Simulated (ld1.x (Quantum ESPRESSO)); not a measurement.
# germanium: one change to an RRKJ potential, before and after

| Item | Value |
| --- | --- |
| Element | germanium (Ge) |
| Generator | ld1.x (Quantum ESPRESSO) 7.5 |
| Type | norm-conserving RRKJ (Kleinman–Bylander form) |
| Functional | PBEsol |
| Relativity | scalar-relativistic |
| Frozen core | [Ar] |
| Valence charge | 14 |
| Reference configuration | 3d10 4s2 4p0 (charge +2) |
| Partial waves | 4p (bound, empty): rc 1.35 bohr; 3d (bound): rc 1.25 bohr; 4s (bound): rc 1.30 bohr |
| Local potential | the s channel |
| Core correction | Bessel-smoothed model core inside 0.85 bohr |
| rho0 | 0.001 |

All-electron outer shells of the reference configuration (PBEsol, scalar-relativistic, ld1.x):

| shell | level (eV) | outermost node (bohr) | outermost maximum (bohr) |
| --- | --- | --- | --- |
| 3p | -135.41 | 0.23 | 0.54 |
| 3d | -49.23 | – | 0.50 |
| 4s | -29.28 | 0.77 | 1.66 |
| 4p | -19.80 | 0.81 | 1.96 |

Change: wave 3d (bound): rc 1.25 bohr becomes 3d (bound): rc 1.92 bohr.

Cutoffs: the cutoffs (Ry, on a coarse ladder) from which the occupation-weighted sum of valence levels, in a spherical-Bessel basis at the reference potential, stays within 10 and 1 mRy of its value at 400 Ry; they do not see the model core or the augmentation charge, which bear on the density cutoff. Errors are all-electron minus pseudo energies relative to the spin-unpolarised reference configuration.

Question: How do hardness, ghosts and transferability respond?

Answer: The potential gets softer (160 Ry and 230 Ry → 70 Ry and 140 Ry); both files keep a bound ghost (p); the number of tests that count goes from 7 to 2. A larger radius leaves more room for a smooth pseudo-wave, so fewer plane waves are needed.

| quantity | base | changed |
| --- | --- | --- |
| cutoff, loose | 160 Ry | 70 Ry |
| cutoff, tight | 230 Ry | 140 Ry |
| loose cutoff by channel (10 mRy a level) | d 110 Ry, s 40 Ry | d 45 Ry, s 40 Ry |
| bound ghosts | p | p |
| tests counted (converged, no solver errors) | 7 of 7 | 2 of 7 |
| error for 3d10 4s1 4p0, meV [ΔE 34.79 eV] | -5.3 | -50 |
| error for 3d10 4s0 4p0, meV [ΔE 80.92 eV] | -49 | -375 |

Changed file: Tests not counted: 3d10 4s2 4p2 (pseudo-atom not self-consistent, printed error -2013 eV); 3d10 4s2 4p1 (solver errors, printed error -1728 eV); 3d10 4s1 4p3 (solver errors, printed error -1826 eV); 3d10 4s0 4p4 (solver errors, printed error -1811 eV); 3d10 4s2 4p2.3 (solver errors, printed error -1892 eV). A true bound ghost makes a file unfit for plane-wave use even where its test errors are small: the radial tests pick states by their node count and pass the ghost by. Where a test does run into it, the solver fails or the error is huge.
